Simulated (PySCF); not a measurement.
A structure optimised at PBE-D3(BJ)/def2-SVP, used in a PySCF frequency run:

```xyz
10

Ge     1.7286    -0.0945     0.2614
O      0.0096    -0.5560     0.1552
Al    -1.5393     0.0698    -0.2289
O     -1.8349     1.6834    -0.7174
O     -2.9209    -0.9342    -0.1372
H      1.8863     1.4075    -0.1267
H      2.1986    -0.3204     1.7227
H      2.5292    -0.9872    -0.7232
H     -1.1202     2.3321    -0.8009
H     -2.8290    -1.8606     0.1330
```

Question: Write its SMILES and formula.

Answer: [OH][Al]([OH])[O][GeH3], AlGeH5O3

Question: What are its rotational constants (standard atomic weights)?

Answer: 5.9592, 0.99125, 0.85941 GHz
